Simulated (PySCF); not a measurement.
**Electric field gradients and quadrupole coupling constants**

C7H12O.
Cartesian coordinates in Å at the GFN2-xTB level; atoms count from 1:
```xyz
20
C7H12O angstrom
C     -1.5688    1.5219    0.5707
C     -0.5101    0.4988    0.2229
C      0.6593    1.0275   -0.6404
C      1.7740    0.0295   -0.2843
C      1.0354   -0.8813    0.7157
C      0.0776   -1.7959   -0.0712
C     -1.0321   -0.7973   -0.4414
O      0.1609    0.0060    1.3795
H     -2.3225    1.0737    1.2125
H     -1.1172    2.3562    1.1010
H     -2.0416    1.8864   -0.3376
H      0.4143    1.0359   -1.7001
H      0.9205    2.0401   -0.3350
H      2.1451   -0.5250   -1.1435
H      2.6123    0.5260    0.2020
H      1.6749   -1.3920    1.4332
H      0.5584   -2.2447   -0.9375
H     -0.2987   -2.5903    0.5717
H     -1.9885   -1.0842   -0.0057
H     -1.1584   -0.6806   -1.5156
```

Field gradients from the PBE0/pcSseg-1 density (PySCF, non-relativistic), principal values in atomic units, ordered |Vxx| ≤ |Vyy| ≤ |Vzz|:

```tsv
atom	Vxx	Vyy	Vzz
O8	0.2203	1.7634	-1.9837
```

Task: Find the asymmetry η = (Vxx − Vyy)/Vzz and the couplings χ = eQV/h (234.96 MHz × Q in barn × V in au), with Q(17O) = −0.0256 b.

Result: 
```
atom          environment  nucleus     η  χzz (MHz)  χxx (MHz)  χyy (MHz)
  O8  cyclic ether oxygen      17O  0.78      11.93      -1.32     -10.61
```

Task: What is Vzz at O8 in SI units (1 au = 9.71736 × 10²¹ V/m²)?

Result: -1.9837 au = -19.276 × 10²¹ V/m².

Task: What couplings would deuterons (Q(2H) = 0.00286 b) have in place of the hydrogens, at this geometry?

Result: 
```
atom  bonded to  bond length (Å)  Vzz (au)     η  χzz (kHz)
  H9         C1            1.087    0.3163  0.02        213
 H10         C1            1.087    0.3160  0.02        212
 H11         C1            1.087    0.3162  0.02        212
 H12         C3            1.088    0.3136  0.00        211
 H13         C3            1.089    0.3094  0.01        208
 H14         C4            1.088    0.3132  0.00        210
 H15         C4            1.089    0.3106  0.01        209
 H16         C5            1.088    0.3062  0.04        206
 H17         C6            1.088    0.3135  0.00        211
 H18         C6            1.089    0.3105  0.01        209
 H19         C7            1.089    0.3094  0.01        208
 H20         C7            1.088    0.3132  0.00        210
```

Isolated species at its GFN2-xTB geometry, gas phase. GFN2-xTB bond lengths can be off by several hundredths of an ångström, more for odd bonds, and the gradients follow them. The basis is small and wasn't made for field gradients, so the couplings can be 20 % off.
